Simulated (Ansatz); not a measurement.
Molecule: dibromoborane, sum formula BHBr$_{2}$, net charge 0, singlet state. 
Structure (B3LYP-D3(BJ)/def2-TZVP (Ansatz, a quantum-chemistry and plane-wave program) minimum search):
```
B
H 1 1.1799
Br 1 1.9017 2 119.19
Br 1 1.9017 2 119.19 3 -180.00
```
Charge 0, spin multiplicity 1.

Wanted: vertical ionisation energy (to the doublet state of charge +1; each state is the SCF solution reached for its spin), in eV. Correlated levels leave the core frozen unless marked. Open shells are spin-unrestricted. Spin-orbit coupling is left out. The frozen core is the preceding noble-gas configuration, with the filled d and f shells of earlier blocks. No relativistic terms. CBS(X,Y): correlation extrapolated as X^-3; Hartree-Fock from the larger set. [CCSD(T)-MP2]/basis is that difference in the basis named.

```
level              program  vertical ionisation energy (eV)
-----------------  -------  -------------------------------
HF/aug-cc-pVDZ      Ansatz                            10.28
HF/aug-cc-pVTZ      Ansatz                            10.19
HF/aug-cc-pVQZ      Ansatz                            10.18
SVWN5/def2-TZVPD    Ansatz                            10.63
PBE/def2-TZVPD      Ansatz                            10.44
r2SCAN/def2-TZVPD   Ansatz                            10.66
B3LYP/def2-TZVPD    Ansatz                            10.71
```

Task: Predict the RI-MP2/CBS(aug-cc-pVTZ,aug-cc-pVQZ)+[CCSD(T)-MP2]/aug-cc-pVTZ result (Ansatz).

Result: 11.16 eV, so B3LYP/def2-TZVPD differs from it by -0.45 eV.
